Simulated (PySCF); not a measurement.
## MoCl₄: PBE0 against B3LYP

Base calculation in PySCF with density fitting and no spin–orbit coupling, PBE0/def2-TZVP (scalar-relativistic core potentials): triplet, Td, Mo–Cl 2.227 Å (×4); wavenumbers 98 (×2), 99 (×3), 401, 441 (×3) cm⁻¹; polar-tensor charge of Mo 2.15 e, atomisation energy (no zero-point energy) 1454 kJ/mol.

Q: What changes on going to B3LYP/def2-TZVP (scalar-relativistic core potentials)?

A: The point group stays the same. Changes: mean bond to Mo +0.022 Å, highest wavenumber -16 cm⁻¹, lowest wavenumber -1 cm⁻¹, polar-tensor charge of Mo -0.05 e, atomisation energy (no zero-point energy) -3 kJ/mol. The new structure has Mo–Cl 2.249 Å (×4), with wavenumbers 97 (×2), 101 (×3), 387, 425 (×3) cm⁻¹.

Open d or f shells are single determinants, so the state found may not be the ground state. The structures come from searches over a few start shapes, so lower isomers are not excluded.
